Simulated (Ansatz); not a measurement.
Ansatz (a quantum-chemistry and plane-wave program) job for H5Sn, SMILES [SnH5-], charge -1, PBE-D3(BJ)/def2-TZVPD. 

Ansatz 0.2 input:
```yaml
crystal:
  periodic: [false, false, false]
  atoms:
    - {symbol: Sn, position_ang: [-0.00000000, -0.00000000, -0.00000000]}
    - {symbol: H, position_ang: [-0.00000000, -0.00000001, 1.88203545]}
    - {symbol: H, position_ang: [0.00000000, 0.00000001, -1.88203545]}
    - {symbol: H, position_ang: [1.77356517, 0.00000000, 0.00000000]}
    - {symbol: H, position_ang: [-0.88678259, 1.53595250, 0.00000001]}
    - {symbol: H, position_ang: [-0.88678258, -1.53595250, -0.00000002]}
basis:
  gaussian:
    orbitals: def2-TZVPD
hamiltonian:
  xc: pbe
  dispersion: d3bj
total_charge: -1
relax: {f_tol: 0.002, max_steps: 200}
```

It prints:

```
WARN ansatz: RAYON_NUM_THREADS=1 ignored (pool sized by the plan → 1); use --threads N
Functional definition: PBE
integrals: 0.02 GiB planned
659 factors; their error is unknown
mean field: 0.23 GiB planned
mean field evaluation 1: about -5909.3639 eV, gradient 2.5e1 eV
mean field evaluation 2: about -5909.3452 eV, gradient 2.8e1 eV
mean field evaluation 4: about -5910.8371 eV, gradient 3.3e-1 eV
mean field evaluation 8: about -5910.8311 eV, gradient 1.8e-3 eV
mean field -5910.83107046 eV, -217.2190353343 hartree, gradient 5.0e-5 eV, S^2 0.000000; 0 other end points of the search recorded, 0 dependent functions left out
the calculation of the forces begins
reference -5910.83112136 eV, -217.2190372046 hartree; 14, 14 occupied and 87, 87 virtual orbitals, 659 factors
relax step   1: F+E_penalty+E_count = -5910.90095922 eV  Δ(F+E_penalty+E_count) = +0.000e0 eV  max|allowed force component| = 1.172e-1 eV/Å  Δτ_max = 0.0000 Å  (24 SCF iters, accepted)
these checks for a lower state are left out or cut short: starts, cluster_reference, orbital_swaps, neighbouring_geometries, increment
integrals: 0.02 GiB planned
659 factors; their error is unknown
mean field: 0.23 GiB planned
mean field evaluation 16: about -5910.8321 eV, gradient 7.4e-2 eV
mean field -5910.83212053 eV, -217.2190739237 hartree, gradient 7.9e-6 eV, S^2 0.000000; 0 other end points of the search recorded, 0 dependent functions left out
the calculation of the forces begins
reference -5910.83217203 eV, -217.2190758162 hartree; 14, 14 occupied and 87, 87 virtual orbitals, 659 factors
relax step   2: F+E_penalty+E_count = -5910.90185855 eV  Δ(F+E_penalty+E_count) = -8.993e-4 eV  max|allowed force component| = 8.712e-2 eV/Å  Δτ_max = 0.0191 Å  (29 SCF iters, accepted)
these checks for a lower state are left out or cut short: starts, cluster_reference, orbital_swaps, neighbouring_geometries, increment
integrals: 0.02 GiB planned
659 factors; their error is unknown
mean field: 0.23 GiB planned
mean field -5910.83373923 eV, -217.2191334097 hartree, gradient 7.9e-6 eV, S^2 0.000000; 0 other end points of the search recorded, 0 dependent functions left out
the calculation of the forces begins
reference -5910.83379048 eV, -217.2191352930 hartree; 14, 14 occupied and 87, 87 virtual orbitals, 659 factors
relax step   3: F+E_penalty+E_count = -5910.90352813 eV  Δ(F+E_penalty+E_count) = -1.670e-3 eV  max|allowed force component| = 7.163e-3 eV/Å  Δτ_max = 0.0110 Å  (28 SCF iters, accepted)
these checks for a lower state are left out or cut short: starts, cluster_reference, orbital_swaps, neighbouring_geometries, increment
integrals: 0.02 GiB planned
659 factors; their error is unknown
mean field: 0.23 GiB planned
mean field evaluation 32: about -5910.8338 eV, gradient 6.3e-5 eV
mean field -5910.83377016 eV, -217.2191345464 hartree, gradient 1.5e-5 eV, S^2 0.000000; 0 other end points of the search recorded, 0 dependent functions left out
the calculation of the forces begins
reference -5910.83382142 eV, -217.2191364303 hartree; 14, 14 occupied and 87, 87 virtual orbitals, 659 factors
relax step   4: F+E_penalty+E_count = -5910.90354844 eV  Δ(F+E_penalty+E_count) = -2.030e-5 eV  max|allowed force component| = 1.060e-4 eV/Å  Δτ_max = 0.0014 Å  (22 SCF iters, accepted)
integrals: 0.02 GiB planned
659 factors; their error is unknown
mean field: 0.23 GiB planned
mean field -5910.83377016 eV, -217.2191345464 hartree, gradient 1.5e-5 eV, S^2 0.000000; 1 other end points of the search recorded, 0 dependent functions left out
the calculation of the forces begins
reference -5910.83382142 eV, -217.2191364303 hartree; 14, 14 occupied and 87, 87 virtual orbitals, 659 factors
Total energy: -5910.90359970 eV, -217.2217007345 hartree
Atom 0 at    -0.000005    -0.000000     0.000000 Å, force    -0.000004     0.000000     0.000000 eV/Å
Atom 1 at    -0.000021    -0.000000     1.888669 Å, force    -0.000001    -0.000000    -0.000103 eV/Å
Atom 2 at    -0.000021     0.000000    -1.888669 Å, force    -0.000001    -0.000000     0.000103 eV/Å
Atom 3 at     1.785650    -0.000000    -0.000000 Å, force     0.000106    -0.000000     0.000000 eV/Å
Atom 4 at    -0.892802     1.546460     0.000000 Å, force    -0.000051     0.000069    -0.000000 eV/Å
Atom 5 at    -0.892802    -1.546460    -0.000000 Å, force    -0.000051    -0.000069    -0.000000 eV/Å
Dipole moment:     0.000008     0.000000     0.000000 e Å
```

The calculation finished and met its thresholds.
